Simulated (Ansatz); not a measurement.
Relaxation of FGaH$_{2}$OS (6 atoms, charge 0, multiplicity 1), to a largest force component of 0.015 eV/Å in at most 40 steps.

Method: Ansatz, RKS B3LYP/def2-SVP.

```xyz
6
Properties=species:S:1:pos:R:3
F -0.541 -2.500 0.189
Ga 0.384 -1.042 0.291
O -0.678 0.358 0.038
S -0.448 2.009 0.104
H 1.876 -1.063 0.593
H -0.261 2.088 1.434
```

Task: Where does it end, and by what steps?

Result: It converged. After 7 steps the energy has fallen by 0.115 eV; S4 moved furthest, 0.32 Å.

| step | energy less start (eV) | largest force component (eV/Å) | accepted |
| --- | --- | --- | --- |
| 0 | 0.0000 | 0.619 | yes |
| 1 | -0.0546 | 0.468 | yes |
| 2 | -0.0796 | 0.709 | yes |
| 3 | -0.0950 | 0.550 | yes |
| 4 | -0.1017 | 0.281 | yes |
| 5 | -0.1142 | 0.067 | yes |
| 6 | -0.1147 | 0.057 | yes |
| 7 | -0.1148 | 0.004 | yes |

```xyz
6
Properties=species:S:1:pos:R:3
F -0.524 -2.574 0.167
Ga 0.346 -1.059 0.289
O -0.788 0.337 0.149
S -0.148 1.905 0.134
H 1.879 -0.998 0.487
H -0.434 2.238 1.422
```

Run time: 63 s on 1 thread of Arm Neoverse N1, on a shared host, peak memory 0.19 GiB.
